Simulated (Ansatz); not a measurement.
AsH6NSi (`[SiH3]N[AsH2]`). Charge 0, multiplicity 1. Geometry: relaxed with PBE0-D4/def2-TZVP.

```xyz
9

Si   -0.971   -0.336   -0.594
N     0.585   -0.674    0.055
As    1.645    0.512    0.990
H    -1.969    0.018    0.456
H    -1.445   -1.543   -1.323
H    -0.881    0.822   -1.523
H     0.889   -1.628    0.156
H     1.600    1.643   -0.037
H     0.547    1.185    1.821
```

**Question.** What is the dipole moment at ωB97M-V/def2-TZVPP? (An estimate is asked.)

**Answer.** The calculation gave: 0.75 D, with components (0.45, -0.51, 0.33) D in this frame, pointing from negative to positive charge.

**Question.** And with PBE, r2SCAN, B3LYP? (An estimate is asked.)

**Answer.** The calculation gave: PBE 0.73 D, r2SCAN 0.68 D, B3LYP 0.76 D.

**Question.** Give the Mulliken charges with ωB97M-V, r2SCAN, PBE in def2-TZVPP. (Estimate.)

**Answer.** Computed: 
```tsv
atom	ωB97M-V	r2SCAN	PBE
Si1	0.28	0.40	0.30
N2	-0.43	-0.46	-0.37
As3	0.14	0.20	0.15
H4	-0.05	-0.09	-0.07
H5	-0.04	-0.08	-0.06
H6	-0.04	-0.08	-0.06
H7	0.12	0.16	0.15
H8	0.02	-0.02	-0.01
H9	0.01	-0.03	-0.02
```

B3LYP here is the variant with VWN-RPA as its local correlation; programs differ in this.
